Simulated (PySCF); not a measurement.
Geometries of 3 isomers of C4H7FSi, from PySCF 2.14.0, PBE0-D3(BJ)/def2-SVP geometry optimisation, gas phase. One conformer each, no zero-point energy, no frequencies.

Problem. Which isomer lies lowest at this level?
A.
```xyz
13
angstrom
F      2.699   -0.160   -1.281
C      1.811    0.711   -0.799
C      0.652    0.328   -0.278
C      0.090   -1.080   -0.123
C     -1.289   -0.775    0.539
Si    -0.875    1.083    0.497
H      2.158    1.746   -0.887
H     -0.006   -1.596   -1.093
H      0.734   -1.717    0.507
H     -2.151   -1.081   -0.072
H     -1.409   -1.215    1.539
H     -0.693    1.776    1.812
H     -1.721    1.962   -0.370
```
B.
```xyz
13
angstrom
F     -2.025   -1.030    1.969
C     -1.129   -0.555    1.101
C     -0.495   -1.352    0.232
C      0.500   -0.726   -0.705
Si     0.421    1.117   -0.228
C     -0.868    0.915    1.158
H     -0.707   -2.425    0.217
H      1.510   -1.151   -0.573
H      0.233   -0.895   -1.762
H      1.719    1.662    0.272
H     -0.065    1.993   -1.336
H     -1.795    1.488    0.988
H     -0.493    1.208    2.153
```
C.
```xyz
13
angstrom
C      3.108   -0.502    0.725
C      1.951   -0.163    0.846
C      0.552    0.227    0.961
C     -0.316   -0.284   -0.197
Si    -2.107    0.237   -0.083
F     -2.157    1.867   -0.052
H      4.137   -0.794    0.625
H      0.490    1.327    1.014
H      0.156   -0.143    1.923
H     -0.278   -1.387   -0.246
H      0.088    0.075   -1.158
H     -2.738   -0.249    1.178
H     -2.879   -0.228   -1.269
```

Solution. B. That is `FC1=CC[SiH2]C1`, 5.6 kcal/mol below the next.

```
          SMILES                      atoms numbered as above      E (Eh)  relative (kcal/mol)  relative (kJ/mol)  dipole (D)
  FC1=CC[SiH2]C1    [F:1][C:2]1=[CH:3][CH2:4][SiH2:5][CH2:6]1  -545.28122                  0.0                0.0        1.21
    C#CCC[SiH2]F      [CH:1]#[C:2][CH2:3][CH2:4][SiH2:5][F:6]  -545.27223                  5.6               23.6        1.42
F/C=C1\CC[SiH2]1  [F:1]/[CH:2]=[C:3]1\[CH2:4][CH2:5][SiH2:6]1  -545.24478                 22.9               95.7        0.92
```

As drawn, the highest has a four-membered ring, which the lowest lacks.
